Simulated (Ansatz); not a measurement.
Wavefunction ladder for CH$_{8}$SSi$_{3}$ (`[SiH3][SiH]1C[SiH2]S1`)

```xyz
13

Si    1.7329    0.9210    1.3746
Si   -0.2801    0.8394    0.1879
C    -0.2549   -0.2336   -1.3652
Si   -1.5048   -1.4293   -0.6288
S    -1.7387   -0.3709    1.2293
H     1.5047    1.4723    2.7369
H     2.7347    1.7706    0.6719
H     2.2765   -0.4591    1.4937
H    -0.8011    2.2130   -0.0607
H    -0.6169    0.2864   -2.2533
H     0.7133   -0.6851   -1.5849
H    -0.9811   -2.8047   -0.4218
H    -2.7844   -1.5201   -1.3796
```

Charge 0, multiplicity 1. The geometry is a stationary point of PBE0-D4/def2-TZVP. Frozen core, restricted reference, Ansatz. CBS rows extrapolate triple and quadruple zeta; past MP2 they add the triple-zeta difference.

| basis | HF (Eh) | MP2 corr. |
| --- | --- | --- |
| def2-TZVPP | -1306.97392 | -0.71381 |
| def2-QZVPP | -1307.01346 | -0.76839 |

Problem. Estimate the CCSD correlation energy and the (T) correction in each basis where they were run (hartree).

Solution. 
```json
{"basis": "def2-TZVPP", "CCSD corr.": "-0.78721", "(T)": "-0.03474"}
{"basis": "CBS(def2)", "CCSD corr.": "-0.88223", "(T)": "as TZ"}
```
